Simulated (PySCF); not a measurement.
Geometry:
| atom | x (Å) | y (Å) | z (Å) |
| --- | --- | --- | --- |
| Si1 | -0.019 | -0.032 | 0.009 |
| O2 | 0.222 | 0.210 | 1.926 |
| H3 | -0.691 | 0.332 | 2.251 |
| H4 | 0.672 | 1.068 | 2.023 |
| O5 | -0.255 | -0.267 | -1.907 |
| H6 | -0.365 | -1.233 | -1.999 |
| H7 | 0.603 | -0.041 | -2.309 |
| Cl8 | 2.110 | -0.273 | -0.238 |
| Cl9 | -2.137 | 0.224 | 0.336 |
| Cl10 | 0.205 | 2.097 | -0.269 |
| Cl11 | -0.249 | -2.170 | 0.208 |

Geometry: PBE0-D3(BJ)/def2-SVP; GIAO absolute shieldings from PySCF, gas phase, non-relativistic, averaged over equivalent atoms.

At wB97X-D/pcSseg-1 (174 basis functions, 24 s wall time on 1 thread of an Arm Neoverse V2, shared host):
| atoms | σ (ppm) |
| --- | --- |
| Si1 | 484.7 |
| O2/O5 | 188.4 |
| H3/H4/H6/H7 | 26.32 |
| Cl8/Cl9/Cl10/Cl11 | 644.0 |

Problem. Estimate the result of repeating the calculation with PBE0/pcSseg-1.

Solution. 
```
            atoms  σ at PBE0/pcSseg-1  change
              Si1               482.7    -2.0
            O2/O5               186.0    -2.4
      H3/H4/H6/H7               26.26   -0.06
Cl8/Cl9/Cl10/Cl11               634.3    -9.7
```

The largest change is at Cl8/Cl9/Cl10/Cl11 (chlorine bonded to Si). Cost: 174 basis functions, 25 s wall time on 1 thread of an Arm Neoverse V2, shared host.
